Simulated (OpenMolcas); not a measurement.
**neutral calcium: effect of the basis set**

```
Program             : OpenMolcas 26.06
Method              : CASSCF
Active space        : 2 electrons in 9 orbitals (3d 4s 4p)
State averaging     : 2S+1 = 3 even, 18 roots (8 in the spin-orbit step); 2S+1 = 1 even, 12 roots; 2S+1 = 3 odd, 18 roots; 2S+1 = 1 odd, 8 roots
Spin-orbit coupling : RASSI with atomic mean-field integrals over the reference wave functions, term energies averaged over their components
```

A. ANO-RCC-VTZP [6s5p2d1f], DKH2, point nucleus; cost of the order of 26 core-seconds
B. ANO-RCC-VQZP [7s6p3d2f1g], DKH2, point nucleus; cost of the order of 40 core-seconds
C. ANO-RCC [10s9p6d4f2g], DKH2, point nucleus; cost of the order of 40 core-seconds

Energies in cm⁻¹ above 4s² ¹S₀, the measured ground level; measured values from NIST Handbook of Basic Atomic Spectroscopic Data.

```csv
Level,A,B,C,Measured
4s² ¹S₀,0.0,0.0,0.0,0.0
4s 4p ³P°₀,13990,14041,14299,15158
4s 4p ³P°₁,14020,14069,14326,15210
4s 4p ³P°₂,14081,14124,14380,15316
4s 4p ¹P°₁,24382,23874,23890,23652
3d 4s ³D₁,28153,26934,26309,20335
3d 4s ³D₂,28159,26940,26315,20349
3d 4s ³D₃,28167,26949,26323,20371
4p² ³P₀,38317,37503,37120,38418
4p² ³P₁,38361,37542,37158,38465
4p² ³P₂,38445,37617,37231,38552
3d 4p ³F°₂,41739,40609,40193,35730
3d 4p ³F°₃,41785,40647,40234,35819
3d 4p ³F°₄,41837,40695,40284,35897
3d 4p ¹D°₂,41883,41042,40453,35835
```

Deviations, from unrounded energies. A percentage is the sum of absolute deviations over the sum of measured energies, with the sign that they share, or ± where signs differ.

```tsv
Against measurement	Levels	A	B	C
mean absolute deviation (cm-1)	14	3700	3300	3000
other configurations (%)	14	±13.4	±11.8	±11.0
```

C lies closest to measurement on these levels and A furthest from it. The largest miss of C in the table is 3d 4s ³D₁, by +6000 cm-1. The ranking rests on the paired levels alone, and a cruder setting can come out closer through cancelling errors.

Among A to C the level of the table that moves most is 3d 4s ³D₁, by 1800 cm-1 (lowest in C, highest in A).

Some high roots are left out of the spin-orbit mixing, which shifts the levels that they would mix with. Without dynamic correlation excited terms often stand tens of per cent too high (terms of higher spin than the ground term too low), and those without a measured partner can miss by more than the paired ones. Configurations are named by rounded mean occupations; where the s occupation lies near a half they are strongly mixed, a name can repeat and a true partner stay unpaired. A single d shell beside an s shell can misplace configurations of different d count against each other. Some levels mix across a computed gap that differs much from the measured one, so their mixing is not that of the real levels (holds for A). Measured partners are found by configuration, term and J. A level has none where our copy of the source lacks it or the pairing is in doubt (some pairs that miss far off the trend of their configuration count as doubtful), and it then counts in no deviation. Levels of configurations outside the active space are missing. The table leaves out levels that lie high or whose names do not pair safely across all columns.

° marks odd parity.
